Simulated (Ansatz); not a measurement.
One change: `N#[C][Ge]([Cl])([Cl])[Cl]` becomes `[CH3][Ge]([Cl])([Cl])[Cl]`.

Ansatz, PBE0-D4/def2-TZVP geometries, multiplicity 1. 

Scalar relativity is left out up to krypton.

```json
{"property": "zero-point energy (PBE0-D4/def2-TZVP) / kJ/mol", "`N#[C][Ge]([Cl])([Cl])[Cl]`": "33.2"}
{"property": "HOMO–LUMO gap (B3LYP/def2-TZVPP) / eV", "`N#[C][Ge]([Cl])([Cl])[Cl]`": "7.29"}
{"property": "HOMO–LUMO gap (PBE/def2-TZVPP) / eV", "`N#[C][Ge]([Cl])([Cl])[Cl]`": "5.46"}
{"property": "LUMO energy (ωB97M-V/def2-TZVPP) / eV", "`N#[C][Ge]([Cl])([Cl])[Cl]`": "0.07"}
{"property": "HOMO energy (PBE/def2-TZVPP) / eV", "`N#[C][Ge]([Cl])([Cl])[Cl]`": "-8.49"}
{"property": "HOMO energy (ωB97M-V/def2-TZVPP) / eV", "`N#[C][Ge]([Cl])([Cl])[Cl]`": "-12.22"}
```

Task: Give the same properties after the change, and the shifts. (Best estimate.)

Result: Ansatz gave: 
| property | `[CH3][Ge]([Cl])([Cl])[Cl]` | shift |
| --- | --- | --- |
| zero-point energy (PBE0-D4/def2-TZVP) / kJ/mol | 108.0 | 74.8 |
| HOMO–LUMO gap (B3LYP/def2-TZVPP) / eV | 7.45 | 0.16 |
| HOMO–LUMO gap (PBE/def2-TZVPP) / eV | 5.62 | 0.16 |
| LUMO energy (ωB97M-V/def2-TZVPP) / eV | 0.97 | 0.90 |
| HOMO energy (PBE/def2-TZVPP) / eV | -7.72 | 0.77 |
| HOMO energy (ωB97M-V/def2-TZVPP) / eV | -11.41 | 0.81 |

With PBE0 the HOMO rises by 0.79 eV and the LUMO rises by 0.95 eV, so the gap widens by about 0.16 eV. PBE moves the HOMO by 0.77 eV and ωB97M-V by 0.81 eV. The zero-point energy changes by 74.8 kJ/mol with +6 modes.

B3LYP here is the variant with VWN-RPA as its local correlation; programs differ in this.
